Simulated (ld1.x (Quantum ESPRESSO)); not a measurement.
Building the PAW potential for Al (BLYP, non-relativistic).

Al, PAW, made with ld1.x (Quantum ESPRESSO) 7.5 (BLYP, non-relativistic). Core [Ne], reference 3s2 3p0 (charge +1). Waves: 3s (bound): rcut 1.68, rcutus 2.16 bohr; 3s channel at -0.65 Ry: rcut 1.68, rcutus 2.16 bohr; 3p (bound, empty): rcut 1.94, rcutus 2.46 bohr; 3p channel at 1.9 Ry: rcut 1.94, rcutus 2.46 bohr; 3d channel at -0.15 Ry: rcut 1.58, rcutus 2.04 bohr; 3d channel at 0.35 Ry: rcut 1.58, rcutus 2.04 bohr. Local part: all-electron potential smoothed inside 1.78 bohr (lloc = -1). Core correction: Bessel-smoothed model core inside 1.65 bohr. Augmentation charge: PSQ, inside the norm-conserving radii.

- Cutoffs needed: 6 Ry and 8 Ry (the cutoffs (Ry, on a coarse ladder) from which the occupation-weighted sum of valence levels, in a spherical-Bessel basis at the reference potential, stays within 10 and 1 mRy of its value at 400 Ry)
- Ghost test: no extra level below or beside the all-electron valence levels (s, p, d, f tested) (spherical-Bessel basis up to 400 Ry, 20 bohr box)
- Largest excitation error: -14 meV (all-electron minus pseudo) for 3s1 3p0, out of 7 test configurations
- Lowest eigenvalue of the overlap operator: 0.43 (s channel)
- Density cutoff estimated by the generator: 146 Ry
